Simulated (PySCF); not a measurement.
Compound: C4H8OSi.
Structure used (GFN2-xTB), in Å, numbered top down from 1:
```xyz
14
C4H8OSi angstrom
C      1.9605    0.0867   -0.2575
C      1.3990    0.1292    1.1380
O      2.1032    0.2287    2.1197
Si    -0.4820    0.0177    1.3720
C     -1.6043    0.6578   -0.0113
C     -1.5065   -0.8645    0.0477
H      1.5299    0.8943   -0.8458
H      1.6812   -0.8549   -0.7265
H      3.0442    0.1804   -0.2387
H     -0.9273    0.0451    2.7516
H     -2.5644    1.0760    0.2511
H     -1.1940    1.1310   -0.8920
H     -1.0330   -1.3475   -0.7954
H     -2.4073   -1.3803    0.3448
```

Computed with PySCF, delta-SCF UKS SCAN, pcX-2 on the ionised atom, pcseg-1 elsewhere, spin-free X2C. These are vertical core ionisation energies against the vacuum level, from separate self-consistent calculations with and without the core hole.

Some binding energies are withheld.

```
atom(s)                  bonded to     level  binding energy (eV)
     C1                  C and 3 H      C 1s                    ?
     C2  O (double bond), C and Si      C 1s                    ?
  C5/C6              C, 2 H and Si      C 1s               290.14
     O3            C (double bond)      O 1s                    ?
    Si4                  3 C and H     Si 1s              1846.17
    Si4                  3 C and H  Si 2p3/2               106.49
```

Q: What is the C 1s binding energy of C2?

A: 292.70 eV (carbonyl carbon). The other listed C 1s value is that of C5/C6; the shift against it is +2.56 eV.

Q: What is the O 1s binding energy of O3?

A: 537.33 eV (carbonyl oxygen).

Q: Fill in C 1s for C1.

A: 290.93 eV (methyl carbon next to a carbonyl). The other listed C 1s value is that of C5/C6; the shift against it is +0.79 eV.

The listed C 1s values span 2.56 eV, from C5/C6 (bonded to C, 2 H and Si) to C2 (bonded to O (double bond), C and Si).

Q: Which photon wavelength matches the C 1s of C1 threshold?

A: λ = hc/E = 12398.42 eV Å / 290.93 eV = 42.617 Å.

One atom of each set of topologically equivalent atoms was ionised and stands for the set; in this conformer not all members are related by symmetry, and their own values weren't computed. The 2p values aren't plain energy differences: one relaxed spin-free 2p hole is combined with a matrix within the shell (ground-state 2p orbital-energy differences and spin–orbit coupling). 2p3/2, the mean of its two sublevels, lies a third of the splitting below the shell's mean and 2p1/2 two thirds above it; the statistical areas are 2:1. 2p1/2 minus 2p3/2 (ligand field included): Si 0.62 eV. One conformer (not necessarily the lowest) at the GFN2-xTB geometry, without solvent, vibrations or thermal averaging.
